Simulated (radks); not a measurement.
Task: These are the eigenvalues of the occupied orbitals of an atom or ion with whole-number occupations (hartree). Method: non-relativistic Kohn-Sham, PBE, spin-polarised, spherical densities, point nucleus; computed with a radial shooting solver on a logarithmic mesh with Libxc functionals.

orbital  eigenvalue
1s up     -1927.156
1s down   -1927.156
2s up     -329.6838
2s down   -329.6534
2p up     -315.4742
2p down   -315.4511
3s up     -91.62700
3s down   -91.61255
3p up     -85.26180
3p down   -85.24646
3d up     -73.41828
3d down   -73.39489
4s up     -34.70343
4s down   -34.63807
4p up     -32.07414
4p down   -32.00904
4d up     -27.35360
4d down   -27.28870

Which element is it, and in what charge state? The configuration may be excited. Open shells, if any, are filled with parallel spins first.

Result: Z = 67, holmium, charge +22: Ho22+ in [Kr] 4d9. The list shows which subshells hold electrons but not how many an open one holds; the 1s level, -1927.2 hartree, gives Z - s = 62.1 by -(Z - s)^2/2, which with screening narrows Z to a few neighbours, and the depths of the outer levels then fix element, charge and occupations together.
